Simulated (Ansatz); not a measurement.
Input file for Ansatz (a program for electronic structure): U-r2SCAN/cc-pVTZ on AsN, a point of a bond scan (R = 5.156 Å).

Ansatz 0.2 input:
```yaml
crystal:
  periodic: [false, false, false]
  atoms:
    - {symbol: As, position_ang: [-0.00000000, -0.00000000, -0.28199367]}
    - {symbol: N, position_ang: [0.00000000, 0.00000000, 4.87446195]}
basis:
  gaussian:
    orbitals: cc-pVTZ
hamiltonian:
  xc: {name: r2SCAN}
magnetization: {spin_polarized: true, initial_magnetization: 0}
```

Question: What total energy does the run end on?

Answer: -2290.4206 hartree. Its determinant has ⟨S²⟩ = 3.00, a mixture of spin states.
